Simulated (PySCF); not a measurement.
Level of theory: PBE-D3(BJ)/def2-TZVP // B3LYP-D3(BJ)/def2-SVP (PySCF). All species are isolated molecules in the gas phase. One relaxed conformer stands for a flexible species; it need not be the lowest. Excitations are Tamm–Dancoff values on a coarser integration grid. The basis has no diffuse functions, so Rydberg states are missing or too high.

Reference species (SMILES): `C[N]([In]([SiH3])[SiH3])C` (C–N–In–Si torsion 1°) (neutral, multiplicity 1).

| Property | Result |
|---|---|
| T1 excitation (TDA) | 2.17 eV |
| HOMO–LUMO gap | 2.49 eV |
| LUMO | -2.38 eV |
| HOMO | -4.87 eV |

After one change: the T1 excitation (TDA) rises by 0.46 eV; the HOMO–LUMO gap rises by 0.37 eV; the LUMO decreases by 0.84 eV; the HOMO drops by 1.21 eV.

Problem. Name the change that produced these shifts. The new species is one of these.
A. `C[N](C)[In]([N](C)C)[N](C)C`
B. `C[N](C)[In]([SiH3])[N](C)C` (C–N–In–Si torsion 13°, Si–In–N–C torsion -166°)
C. `[SiH3][In]([SiH3])[SiH3]`

Solution. C, `[SiH3][In]([SiH3])[SiH3]`
